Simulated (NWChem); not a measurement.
System: C$_{4}$H$_{5}$Cl; SMILES ClC1CCC=1

The following NWChem deck was run.

```
start job
memory heap 200 mb stack 900 mb global 1100 mb
geometry units angstroms noautosym nocenter noautoz
  Cl    -0.018115    -1.799432     0.000000
  C     -0.066482    -0.061992     0.000000
  C     -1.064583     0.828408     0.000000
  C     -0.096671     2.003735     0.000000
  C      1.062330     0.940316     0.000000
  H     -2.146203     0.756221     0.000000
  H     -0.125987     2.638993    -0.892738
  H     -0.125987     2.638993     0.892738
  H      1.696244     0.940492    -0.893196
  H      1.696244     0.940492     0.893196
end
basis spherical
  Cl library pcsseg-1
  C library pcsseg-1
  H library pcsseg-1
end
dft
  xc pbe0
  iterations 150
end
property
  shielding 8 1 2 3 4 5 6 7 9
end
task dft property
```

Parts of the log:

```
             Northwest Computational Chemistry Package (NWChem) 7.3.0
             --------------------------------------------------------

                             Geometry "geometry" -> ""
                             -------------------------

 Output coordinates in angstroms (scale by  1.889725989 to convert to a.u.)

  No.       Tag          Charge          X              Y              Z
 ---- ---------------- ---------- -------------- -------------- --------------
    1 Cl                  17.0000    -0.01811500    -1.79943200     0.00000000
    2 C                    6.0000    -0.06648200    -0.06199200     0.00000000
    3 C                    6.0000    -1.06458300     0.82840800     0.00000000
    4 C                    6.0000    -0.09667100     2.00373500     0.00000000
    5 C                    6.0000     1.06233000     0.94031600     0.00000000
    6 H                    1.0000    -2.14620300     0.75622100     0.00000000
    7 H                    1.0000    -0.12598700     2.63899300    -0.89273800
    8 H                    1.0000    -0.12598700     2.63899300     0.89273800
    9 H                    1.0000     1.69624400     0.94049200    -0.89319600
   10 H                    1.0000     1.69624400     0.94049200     0.89319600

 Effective nuclear repulsion energy (a.u.)     200.3465362879

                              NWChem Property Module
                              ----------------------

  itol2e modified to match energy
  convergence criterion.

                                 NWChem DFT Module
                                 -----------------

 Summary of "ao basis" -> "ao basis" (spherical)
 ------------------------------------------------------------------------------
       Tag                 Description            Shells   Functions and Types
 ---------------- ------------------------------  ------  ---------------------
 Cl                         pcsseg-1                10       24   4s5p1d
 C                          pcsseg-1                 7       17   3s3p1d
 H                          pcsseg-1                 3        5   2s1p

  itol2e modified to match energy
  convergence criterion.

[...]

          -----------------------------------------
          Chemical Shielding Tensors (GIAO, in ppm)
          -----------------------------------------

                                NWChem CPHF Module
                                ------------------

  scftype          =     RHF
  nclosed          =       23
  nopen            =        0
  variables        =     2162
  # of vectors     =        3
  tolerance        = 0.10D-03
  level shift      = 0.00D+00
  max iterations   =       50
  max subspace     =       30

 SCF residual:    1.2802550349701289E-004

Iterative solution of linear equations
  No. of variables     2162
  No. of equations        3
  Maximum subspace       30
        Iterations       50
       Convergence  1.0D-04

   iter   nsub   residual    time
   ----  ------  --------  ---------
     1      3    5.08D-01      43.2
     2      6    3.07D-02      46.5
     3      9    2.40D-03      49.8
     4     12    1.71D-04      53.1
     5     15    9.89D-06      56.4

      Atom:    1  Cl
        Diamagnetic
   1142.2448     -0.4753     -0.0000
     -0.4753   1155.3344      0.0000
     -0.0000      0.0000   1142.4684

        Paramagnetic
   -708.3643     21.1595     -0.0000
     21.1595   -165.2920      0.0000
     -0.0000      0.0000   -513.3504

        Total Shielding Tensor
    433.8805     20.6841     -0.0000
     20.6841    990.0424      0.0000
     -0.0000      0.0000    629.1181

           isotropic =     684.3470
          anisotropy =     459.6954

          Principal Components and Axis System
                 1           2           3
              990.8106    629.1181    433.1123

      1         0.0371     -0.0000      0.9993
      2         0.9993     -0.0000     -0.0371
      3         0.0000      1.0000      0.0000

      Atom:    2  C
        Diamagnetic
    254.9763     -1.2664     -0.0000
     -1.2664    272.3183     -0.0000
     -0.0000     -0.0000    232.6232

        Paramagnetic
   -227.8924    -60.5821      0.0000
    -60.5821   -287.0967      0.0000
      0.0000      0.0000   -124.3366

        Total Shielding Tensor
     27.0840    -61.8486      0.0000
    -61.8486    -14.7784     -0.0000
      0.0000     -0.0000    108.2866

           isotropic =      40.1974
          anisotropy =     102.1338

          Principal Components and Axis System
                 1           2           3
              108.2866     71.4472    -59.1416

      1         0.0000      0.8126      0.5829
      2        -0.0000     -0.5829      0.8126
      3         1.0000     -0.0000     -0.0000

      Atom:    3  C
        Diamagnetic
    258.2636     -4.2780     -0.0000
     -4.2780    262.0244      0.0000
     -0.0000      0.0000    230.1388

        Paramagnetic
   -245.0560    -53.3946      0.0000
    -53.3946   -270.8542      0.0000
      0.0000      0.0000   -100.7817

        Total Shielding Tensor
     13.2077    -57.6726      0.0000
    -57.6726     -8.8299      0.0000
      0.0000      0.0000    129.3571

           isotropic =      44.5783
          anisotropy =     127.1682

          Principal Components and Axis System
                 1           2           3
              129.3571     60.9047    -56.5269

      1         0.0000      0.7706      0.6373
      2         0.0000     -0.6373      0.7706
      3         1.0000      0.0000     -0.0000

      Atom:    4  C
        Diamagnetic
    250.2988      1.6697      0.0000
      1.6697    249.9540      0.0000
      0.0000      0.0000    236.3695

[...]
```

Level: PBE0/pcSseg-1, GIAO. Coordinates come from a B3LYP/6-31G* (spherical d) optimisation. The output numbers the shielded atoms by their place in the input's list. The printed shielding anisotropy is the first printed principal value minus the mean of the other two.
